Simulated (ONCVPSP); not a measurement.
## Scattering properties, ONCV potential for Al (Z = 13)

aluminium (Al), optimised norm-conserving Vanderbilt (ONCV), made with ONCVPSP 4.0.1 (PBE, scalar-relativistic). Core [He], reference 2s2 2p6 3s2 3p1. Waves: 2s+3s: rc 1.15 bohr, ncon 4, nbas 9, qcut 9 1/bohr, 3 projectors, debl 3.3 Ha; 2p+3p: rc 0.95 bohr, ncon 4, nbas 7, qcut 17.3 1/bohr, 2 projectors; d scattering state at 0.41 Ha: rc 1.25 bohr, ncon 5, nbas 8, qcut 8.9 1/bohr, 2 projectors, debl 1.3 Ha. Local part: polynomial inside 0.75 bohr (lpopt 2, dvloc0 6 Ha). Core correction: Teter function fitted to the true core (icmod 2), fcfact 0.2.

The phase is arctan(r·R′/R) of the radial function R(r), unwrapped; energies in Ha, scanned from -5 to 5 Ha. A pole is an energy at which the radial function vanishes at the test radius. The pseudo phase is shifted by a multiple of π to meet the all-electron one at the reference energy, and phase errors are pseudo minus all-electron; the curves can meet again beyond the range given. Levels narrower than the energy grid can be missing from the lists of poles.

Problem. For each channel, where are the poles, and over which energies does the pseudopotential scatter like the atom?

Solution.

| channel | radius (bohr) | reference energy (Ha) | poles, all-electron | poles, pseudo | unbroken range about the reference energy with phases within 0.05 rad | phase error 1 Ha above the reference energy (rad) |
| --- | --- | --- | --- | --- | --- | --- |
| s | 1.17 | -0.28 | -3.41 | -3.41 | the whole range | +0.000 |
| p | 0.96 | -0.10 | -1.29 | -1.29 | the whole range | +0.000 |
| d | 1.27 | 0.41 | none | none | the whole range | +0.000 |

Phases in the d channel:

```json
{"E (Ha)": "-4.96", "all-electron": "1.263", "pseudo": "1.263"}
{"E (Ha)": "-4.48", "all-electron": "1.245", "pseudo": "1.245"}
{"E (Ha)": "-4.00", "all-electron": "1.224", "pseudo": "1.224"}
{"E (Ha)": "-3.52", "all-electron": "1.199", "pseudo": "1.199"}
{"E (Ha)": "-3.04", "all-electron": "1.169", "pseudo": "1.169"}
{"E (Ha)": "-2.56", "all-electron": "1.131", "pseudo": "1.131"}
{"E (Ha)": "-2.08", "all-electron": "1.084", "pseudo": "1.084"}
{"E (Ha)": "-1.60", "all-electron": "1.022", "pseudo": "1.022"}
{"E (Ha)": "-1.12", "all-electron": "0.937", "pseudo": "0.937"}
{"E (Ha)": "-0.64", "all-electron": "0.817", "pseudo": "0.817"}
{"E (Ha)": "-0.16", "all-electron": "0.637", "pseudo": "0.637"}
{"E (Ha)": "0.32", "all-electron": "0.363", "pseudo": "0.363"}
{"E (Ha)": "0.80", "all-electron": "-0.025", "pseudo": "-0.025"}
{"E (Ha)": "1.28", "all-electron": "-0.455", "pseudo": "-0.455"}
{"E (Ha)": "1.76", "all-electron": "-0.802", "pseudo": "-0.802"}
{"E (Ha)": "2.24", "all-electron": "-1.038", "pseudo": "-1.038"}
{"E (Ha)": "2.72", "all-electron": "-1.194", "pseudo": "-1.194"}
{"E (Ha)": "3.20", "all-electron": "-1.303", "pseudo": "-1.303"}
{"E (Ha)": "3.68", "all-electron": "-1.383", "pseudo": "-1.383"}
{"E (Ha)": "4.16", "all-electron": "-1.445", "pseudo": "-1.445"}
{"E (Ha)": "4.64", "all-electron": "-1.496", "pseudo": "-1.496"}
```
